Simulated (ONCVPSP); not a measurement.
**Before and after: ONCV potential for Ge**

| Item | Value |
| --- | --- |
| Element | Ge (Z = 32) |
| Generator | ONCVPSP 4.0.1 |
| Type | optimised norm-conserving Vanderbilt (ONCV) |
| Functional | PBEsol |
| Relativity | fully relativistic |
| Frozen core | [Ar] |
| Valence charge | 14 |
| Reference configuration | 3d10 4s1.5 4p2.5 |
| Partial waves | 4s: rc 1.80 bohr, ncon 5, nbas 9, qcut 4.6 1/bohr, 1 projector; 4p: rc 1.90 bohr, ncon 4, nbas 9, qcut 5 1/bohr, 1 projector; 3d: rc 1.05 bohr, ncon 5, nbas 10, qcut 18 1/bohr, 2 projectors, debl 2.3 Ha; f scattering state at 0.14 Ha: rc 1.65 bohr, ncon 3, nbas 6, qcut 6 1/bohr, 2 projectors, debl 1.9 Ha |
| Local potential | polynomial inside 1.00 bohr (lpopt 2, dvloc0 1 Ha) |
| Core correction | Teter function fitted to the true core (icmod 2), fcfact 0.35 |

Open shells are filled in proportion to 2j + 1.

All-electron outer shells of the reference configuration (PBEsol, scalar-relativistic, ld1.x):

```json
{"shell": "3s", "level (eV)": "-169.03", "outermost node (bohr)": "0.26", "outermost maximum (bohr)": "0.54"}
{"shell": "3p", "level (eV)": "-116.34", "outermost node (bohr)": "0.23", "outermost maximum (bohr)": "0.54"}
{"shell": "3d", "level (eV)": "-30.20", "outermost node (bohr)": "–", "outermost maximum (bohr)": "0.50"}
{"shell": "4s", "level (eV)": "-12.24", "outermost node (bohr)": "0.77", "outermost maximum (bohr)": "1.73"}
{"shell": "4p", "level (eV)": "-4.25", "outermost node (bohr)": "0.82", "outermost maximum (bohr)": "2.19"}
```

Change: local potential polynomial inside 1.00 bohr (lpopt 2, dvloc0 0 Ha).

Cutoffs: the cutoffs (Ha) at which the residual kinetic energy of the hardest occupied pseudo-wave falls to 1 and 0.1 mHa per electron; they do not see the model core or the augmentation charge, which bear on the density cutoff. Errors are all-electron minus pseudo energies relative to the spin-unpolarised reference configuration.

How do hardness, ghosts and transferability respond?

The potential gets neither clearly harder nor softer (117 Ha and 132 Ha → 117 Ha and 132 Ha); the lowest positive-energy flag moves from s at 22.0 eV to s at 6.5 eV; of the 3 tests that both files solve, the error grows in 1 and shrinks in 0 by more than 15 % and 0.3 meV (median size 0.3 → 0.2 meV); neither file shows a bound ghost.

| quantity | base | changed |
| --- | --- | --- |
| cutoff, loose | 117 Ha | 117 Ha |
| cutoff, tight | 132 Ha | 132 Ha |
| bound ghosts | none | none |
| GHOST(+) flags under 300 eV | s at 22.0 eV | s at 6.5 eV |
| tests with a reliable result | 3 of 4 | 3 of 4 |
| error for 3d10 4s2 4p2, meV [ΔE -3.96 eV] | +0.1 | +0.2 |
| error for 3d10 4s2 4p1, meV [ΔE 3.50 eV] | -0.3 | -0.1 |
| error for 3d10 4s2 4p0, meV [ΔE 18.95 eV] | +1.6 | +4.2 |
| s: phases at 1.83 bohr within 0.05 rad from the reference energy up to (Ha; the scan ends near 5) | 0.5 | 0.2 |
| p3/2: phases at 1.93 bohr within 0.05 rad from the reference energy up to (Ha; the scan ends near 5) | 1.5 | 1.4 |
| p1/2: phases at 1.93 bohr within 0.05 rad from the reference energy up to (Ha; the scan ends near 5) | 1.5 | 1.5 |
| d5/2: phases at 1.07 bohr within 0.05 rad from the reference energy up to (Ha; the scan ends near 5) | to the end of the scan | to the end of the scan |
| d3/2: phases at 1.07 bohr within 0.05 rad from the reference energy up to (Ha; the scan ends near 5) | to the end of the scan | to the end of the scan |
| f7/2: phases at 1.67 bohr within 0.05 rad from the reference energy up to (Ha; the scan ends near 5) | to the end of the scan | to the end of the scan |
| f5/2: phases at 1.67 bohr within 0.05 rad from the reference energy up to (Ha; the scan ends near 5) | to the end of the scan | to the end of the scan |
| rms error of d²Exc/dni dnj with the model core, mHa | 6.72 | 6.72 |
